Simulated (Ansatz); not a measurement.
Cost and result for the atomization energy of `[BH2][GeH]1[O]C[O]1` (10 atoms, 10 bonds).

Z-matrix (Å, degrees):
```
Ge
O 1 1.809
C 1 2.290 2 38.3
B 1 2.058 2 116.6 3 115.3
O 1 1.809 2 76.6 3 1.9
H 1 1.550 2 113.1 3 -107.7
H 3 1.098 1 127.1 2 88.5
H 3 1.099 1 122.9 2 -91.5
H 4 1.192 1 120.1 2 -133.9
H 4 1.192 1 120.1 2 46.2
```

Charge 0, multiplicity 1. Correlated methods include outer-core shells of Ge, which these sets cover unevenly. Scalar relativity is left out up to krypton. The geometry is a stationary point of PBE0-D4/def2-TZVP. Program: Ansatz. All runs use 4 threads of an Intel Xeon Platinum 8259CL on a shared host. Times are those of one run each, without the atoms' runs, and a repeat can differ threefold. Electronic energies, without spin–orbit coupling; frozen cores. CCSD(T)/CBS adds CCSD(T) − MP2 in def2-TZVPP to the MP2 limit, and its time is that of the two runs behind it. T1 = 0.013. With those shells the extrapolation isn't a true limit. B3LYP takes the VWN-RPA correlation (the form of Gaussian; ORCA's B3LYP/G).

CCSD(T)/CBS is a level of theory with its own doubt, some kJ/mol a heavy atom from the limit and from the frozen cores, so smaller differences don't rank the functionals.

```tsv
level	functions	wall time	atomization (kJ/mol)	difference from CCSD(T)/CBS	per bond
PBE-D4/def2-TZVPP (with forces)	242	3.1 s	3610.3	73.5	7.3
PBE0-D4/def2-TZVPP	242	3.5 s	3525.8	-11.0	-1.1
r2SCAN-D4/def2-TZVPP (with forces)	242	5.5 s	3552.7	15.9	1.6
B3LYP-D4/def2-TZVPP (with forces)	242	6 s	3514.4	-22.4	-2.2
B2PLYP/def2-TZVPP	242	6.5 s	3492.3	-44.5	-4.5
ωB97X-V/def2-TZVPP	242	8.5 s	3555.4	18.6	1.9
ωB97M-V/def2-TZVPP (with forces)	242	12 s	3533.0	-3.8	-0.4
MP2/def2-QZVPP	467	28 s	3584.3	47.5	4.8
CCSD(T)/def2-TZVPP	242	2.7 min	3449.0	-87.8	-8.8
CCSD(T)/CBS(def2)	–	3.2 min	3536.8	0.0	0.0
```

The D4 term adds +30.8 kJ/mol with B3LYP and +16.0 kJ/mol with PBE0; it sums over pairs of atoms, weighted by their polarisabilities, and B3LYP, whose exchange is more repulsive, gets the larger term. In def2-TZVPP, CCSD(T) changes the Hartree–Fock value by +978.0 kJ/mol (the triples alone add +62.9 kJ/mol) and MP2 by +1061.8 kJ/mol; breaking electron pairs costs correlation energy, which Hartree–Fock lacks. From PBE to PBE0 (25 % exact exchange), in def2-TZVPP and without D4, the atomization energy moves by −81.5 kJ/mol: exact exchange takes away binding that semilocal exchange gives to molecules.
